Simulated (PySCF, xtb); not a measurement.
C4H10BN, SMILES CNB1CCC1.

GFN2-xTB (xtb 6.7.1) at its own geometry gives an orbital gap of 5.53 eV and a dipole moment of 2.13 D.

Coordinates come from a PBE0-D3(BJ)/def2-SVP optimisation. A frequency run showed that this geometry is not a minimum. This is a generated structure with no PubChem entry under its InChIKey; it may be hypothetical. The values are those of a single conformer.

**Question.** What does PBE0/def2-TZVP (PySCF) give? (Estimate from the structure and the level; the computed values follow.)

**Answer.** gap 8.20 eV (levels -7.44 and 0.76 eV), dipole 1.73 D.
